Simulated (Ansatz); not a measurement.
A nudged elastic band was laid between two geometries of BCl2F + H2 (6 atoms, charge 0, multiplicity 1).

Theory: Ansatz 0.2.0, RKS PBE0-D4/def2-SVP.

| Quantity | Value |
| --- | --- |
| movable images | 5 |
| climbing image | yes |
| spring | 5.0 eV/Å² |
| optimiser | quadratic models (default) |
| start path | through a guess of the saddle point |
| force threshold | 0.03 eV/Å |
| iteration limit | 60 |
| end points | relaxed |

Image 0:

```xyz
6
Properties=species:S:1:pos:R:3
B -0.003 0.514 -0.080
F -0.005 0.801 1.200
Cl 1.517 0.369 -0.919
Cl -1.522 0.299 -0.906
H 0.063 -2.450 0.823
H 0.062 -2.059 1.476
```

Image 6:

```xyz
6
Properties=species:S:1:pos:R:3
B 0.016 -0.481 -0.546
F 0.017 -0.075 1.929
Cl 1.510 0.342 -0.901
Cl -1.516 0.277 -0.889
H 0.042 -1.634 -0.209
H 0.042 -0.955 2.209
```

(1) What changes between the two ends?

(2) Give the energies along the band, and the barrier.

(3) What is the geometry of the highest image?

(4) What are the harmonic wavenumbers there?

## Answers

(1) Bonds broken: B1–F2, H5–H6. Bonds formed: B1–H5, F2–H6. BCl2F + H2 becomes BCl2H + FH.

(2) The run converged. The highest image is number 4 of 0 to 6, 1.90 eV above the first end and 0.67 eV above the last; the last end lies 1.23 eV above the first. A vibrational analysis at the climbing image gives one clearly imaginary mode, 1155i cm⁻¹: a first-order saddle point. The orbitals stay closed-shell, which can raise the energy where a bond breaks towards radicals; this wasn't checked here.

```csv
image,path coordinate (Å),energy (eV),B1–F2 (Å),H5–H6 (Å),B1–H5 (Å)
0,0.00,0.00,1.31,0.76,3.10
1,0.51,0.03,1.31,0.76,2.63
2,1.03,0.19,1.32,0.76,2.15
3,1.54,0.83,1.37,0.80,1.64
4,2.06,1.90,1.61,1.08,1.32
5,2.74,1.32,2.21,1.70,1.21
6,3.42,1.23,2.51,2.51,1.20
```

(3) 
```xyz
6
Properties=species:S:1:pos:R:3
B 0.015 -0.297 -0.015
F 0.017 0.061 1.551
Cl 1.536 0.195 -0.761
Cl -1.530 0.139 -0.745
H 0.040 -1.580 0.314
H 0.035 -1.044 1.249
```

(4) 1155i, 250, 265, 378, 702, 707, 880, 942, 1166, 1383, 2013, 2266 cm⁻¹.

Run time: 99 s on 2 threads of Arm Neoverse V1, with other jobs on the host, peak memory 0.14 GiB.
